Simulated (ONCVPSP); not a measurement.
Configuration tests for tantalum (ONCV)

- Element: tantalum (Ta)
- Generator: ONCVPSP 4.0.1
- Type: optimised norm-conserving Vanderbilt (ONCV)
- Functional: Wu-Cohen
- Relativity: fully relativistic
- Frozen core: [Kr] 4d10 4f14 5s2
- Valence charge: 11
- Reference configuration: 5p6 5d4 6s1
- Partial waves: 6s: rc 2.95 bohr, ncon 3, nbas 7, qcut 2.5 1/bohr, 1 projector; 5p: rc 1.45 bohr, ncon 4, nbas 8, qcut 4.6 1/bohr, 1 projector; 5d: rc 3.00 bohr, ncon 3, nbas 8, qcut 5.1 1/bohr, 2 projectors, debl 0.7 Ha
- Local potential: polynomial inside 1.35 bohr (lpopt 4, dvloc0 1 Ha)
- Core correction: none

Open shells are filled in proportion to 2j + 1.

Energies are relative to the spin-unpolarised reference configuration 5p6 5d4 6s1; without spin polarisation the order of configurations can differ from experiment.

Problem. Give the all-electron excitation energy and the error of the potential for: 5p6 5d3 6s2; 5p6 5d3 6s1; 5p6 5d3 6s0; 5p6 5d2 6s2.

Solution.

```csv
valence configuration,charge,ΔE all-electron (eV),error AE − PS (meV)
5p6 5d3 6s2,0,-2.104,+13
5p6 5d3 6s1,+1,6.421,+13
5p6 5d3 6s0,+2,21.388,-0.8
5p6 5d2 6s2,+1,5.630,+92
```

Levels in the configuration 5p6 5d3 6s2:

```csv
level,all-electron (eV),pseudo (eV)
5p j=3/2,-36.928,-36.961
5p j=1/2,-45.701,-45.747
5d j=5/2,-3.397,-3.368
5d j=3/2,-3.982,-3.947
6s j=1/2,-5.486,-5.486
```

Note: ghosts flagged at negative energy: s at -69.3 eV; no localised positive-energy state flagged. A true bound ghost makes a file unfit for plane-wave use.
